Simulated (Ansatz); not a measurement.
Program: Ansatz. Geometries: PBE0-D4/def2-TZVP. ΔE: electronic, gas phase. CBS: MP2 limit from def2 TZ/QZ plus the TZ coupled-cluster correction, frozen cores. This one scheme is used for every species. DFT in def2-TZVPP. For As outer-core shells are correlated without core-valence functions, which leaves a few kJ/mol of doubt a bond. Scalar relativity is left out up to krypton.

`[SiH3][AsH2]` + CH₃OH → `CO[AsH2]` + SiH₄  (cleavage of the As–Si bond)

`[SiH3][AsH2]`:

Cartesian coordinates in Å:
```
Si -0.085 0.857 0.023
As -0.651 -1.438 -0.067
H -0.732 1.449 1.223
H -0.630 1.518 -1.191
H 1.379 1.100 0.091
H 0.320 -1.776 1.057
H 0.400 -1.710 -1.135
```

CH₃OH:

Cartesian coordinates in Å:
```
C -0.125 0.332 -0.027
O 0.036 -1.024 -0.371
H -0.814 0.767 -0.752
H 0.818 0.891 -0.076
H -0.557 0.462 0.973
H 0.641 -1.428 0.254
```

`CO[AsH2]`:

Cartesian coordinates in Å:
```
C -0.236 -0.268 -0.940
O 0.806 0.531 -0.436
As 0.895 0.780 1.328
H -1.221 0.151 -0.694
H -0.189 -1.290 -0.543
H -0.131 -0.306 -2.027
H 0.669 -0.681 1.749
H -0.594 1.084 1.563
```

SiH₄:

Cartesian coordinates in Å:
```
Si 0.000 0.000 0.000
H 0.454 1.410 -0.103
H -1.384 -0.113 -0.524
H 0.028 -0.427 1.422
H 0.903 -0.870 -0.795
```

```json
{"level": "PBE-QIDH", "ΔE (kJ/mol)": "57.9"}
{"level": "PBE", "ΔE (kJ/mol)": "56.4"}
```

(1) What does CCSD(T)/CBS give? (Best estimate.)

(2) What do rigid-rotor, harmonic-oscillator terms from PBE0-D4/def2-TZVP frequencies (298.15 K, 1 bar) make of the CCSD(T)/CBS value? (Estimate.)

Largest T1 diagnostic among the species: 0.012.

## Answers

(1) The calculation gave: +54.0 kJ/mol. The listed levels differ from it by 3.9, 2.4 kJ/mol.

(2) Computed: ΔZPE = -7.7 kJ/mol, ΔH = +45.7 kJ/mol, ΔS = -31 J/(mol·K), ΔG = +54.9 kJ/mol.

In def2-TZVPP, CCSD(T) changes the Hartree–Fock value by +6.3 kJ/mol (the triples alone add −0.8 kJ/mol) and MP2 by +7.9 kJ/mol. From BLYP to BHLYP (50 % exact exchange), in def2-TZVPP and without D4, ΔE moves by +5.3 kJ/mol.
